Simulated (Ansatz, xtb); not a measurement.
Relative energy of two structures of F3H2SbSn

Structure I: `[F][SbH][SnH]([F])[F]`, a singlet. Structure II: a singlet given by its coordinates. Both are isolated molecules in the gas phase, relaxed with BLYP-D3(BJ)/def2-SVP; the shapes shown needn't be the lowest conformers.

I (Å):

```yaml
atoms:
  - { symbol: F, position_ang: [-3.7201, 0.1321, -2.8522] }
  - { symbol: F, position_ang: [-0.7059, 0.2423, -0.5944] }
  - { symbol: F, position_ang: [-3.0056, 0.5022, 1.4329] }
  - { symbol: Sb, position_ang: [-4.0277, 1.9230, -2.0869] }
  - { symbol: Sn, position_ang: [-2.0762, 1.5125, 0.0195] }
  - { symbol: H, position_ang: [-2.7504, 2.7179, -2.9916] }
  - { symbol: H, position_ang: [-1.1950, 2.7591, 0.8729] }
```

II (Å):

```
atom    x (Å)    y (Å)    z (Å)
   F   0.5314   2.5889  -0.5577
   F  -1.3571  -0.8443   0.2377
   F  -0.0950  -0.0979  -1.6179
  Sb   1.4899   0.8661  -0.6654
  Sn   0.2792  -0.3618   1.8336
   H   1.2061  -1.8194   1.2374
   H  -0.9215  -0.5672  -0.6481
```

Close contacts (Å): F1–Sb4 1.97, F2–Sn5 2.34, F3–Sb4 2.09, Sb4–Sn5 3.04, F2–H7 1.03, Sn5–H6 1.83.

Estimate E(II) − E(I) at the level CCSD(T)/def2-SVP + ΔMP2/def2-TZVPP.

Calculated at CCSD(T)/def2-SVP + ΔMP2/def2-TZVPP: E(II) − E(I) = +0.174 eV, so structure I lies lower.

How the difference moves with the method:

| level | geometry | E(II) − E(I) (eV) | departure from the last row (eV) | job, with rough time for the two |
| --- | --- | --- | --- | --- |
| BLYP-D3(BJ)/def2-SVP | BLYP-D3(BJ)/def2-SVP | −0.196 | −0.370 | optimisation, 41 s |
| HF/def2-SVP | BLYP-D3(BJ)/def2-SVP | +0.312 | +0.138 | part of the CCSD(T) run |
| MP2/def2-SVP | BLYP-D3(BJ)/def2-SVP | +0.316 | +0.141 | part of the CCSD(T) run |
| CCSD(T)/def2-SVP | BLYP-D3(BJ)/def2-SVP | +0.205 | +0.030 | single point |
| CCSD(T)/def2-SVP + ΔMP2/def2-TZVPP | BLYP-D3(BJ)/def2-SVP | +0.174 |  | single point, 48 s |

BLYP-D3(BJ)/def2-SVP puts the two in the other order. The largest departure from CCSD(T)/def2-SVP + ΔMP2/def2-TZVPP is that of BLYP-D3(BJ)/def2-SVP, 0.370 eV. Levels run at GFN2-xTB geometries aren't shown. The last row adds to CCSD(T) the change of the MP2 difference between the two basis sets, here −0.030 eV.

With harmonic frequencies from BLYP-D3(BJ)/def2-SVP (ideal gas, rigid rotor, one conformer each, 298.15 K, 1 atm): on the last row, ΔE + ΔZPE = +0.243 eV. A mode under 50 cm⁻¹ makes harmonic enthalpies and free energies unreliable, so none is given.

The correlated steps freeze 11 core orbitals; the filled d shell of Sb and Sn is correlated, in a basis made for valence electrons. Atoms past krypton carry core potentials in the def2 sets and no spin–orbit term is included. Codes used: Ansatz 0.2.0; the last row on 2 threads of Intel(R) Xeon(R) Platinum 8488C (Sapphire Rapids) on a shared host.
